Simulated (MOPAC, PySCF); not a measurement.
H3BO3, SMILES `OB(O)O`, neutral singlet in the gas phase. 

Cartesian coordinates (Å):
```xyz
7

O     -1.0501    -0.8245    -0.6151
B      0.1035    -0.1896    -0.2548
O      0.1722     1.0654     0.3025
O      1.2630    -0.8633    -0.4703
H     -1.8647    -0.3450    -0.4610
H     -0.6593     1.5200     0.4445
H      2.0353    -0.3630    -0.1960
```
Charge 0, spin multiplicity 1.

All levels are single points at this geometry (CAM-B3LYP-D3(BJ)/def2-TZVP); Pople sets use spherical d functions. Orbital energies aren't observables, and empty levels follow the basis.

PBE-D3(BJ)/def2-TZVP in PySCF gives dipole (D) = 2.92.

### Question
Estimate the dipole (D) from each of these levels: CAM-B3LYP-D3(BJ)/def2-TZVP in PySCF; TPSSh-D3(BJ)/def2-TZVP in PySCF; B3LYP/6-311+G** in PySCF; B3LYP/6-31G* in PySCF; BP86/6-31G* in PySCF; PBE/6-31G* in PySCF; SVWN5/6-31G* in PySCF; HF/3-21G in PySCF; AM1 in MOPAC; PM3 in MOPAC; PM6 in MOPAC; PM7 in MOPAC.

### Answer

```csv
level,dipole (D)
CAM-B3LYP-D3(BJ)/def2-TZVP in PySCF,3.08
TPSSh-D3(BJ)/def2-TZVP in PySCF,2.97
B3LYP/6-311+G** in PySCF,3.15
B3LYP/6-31G* in PySCF,3.12
BP86/6-31G* in PySCF,3.05
PBE/6-31G* in PySCF,3.02
SVWN5/6-31G* in PySCF,3.14
HF/3-21G in PySCF,3.92
AM1 in MOPAC,2.70
PM3 in MOPAC,2.29
PM6 in MOPAC,3.02
PM7 in MOPAC,2.82
```
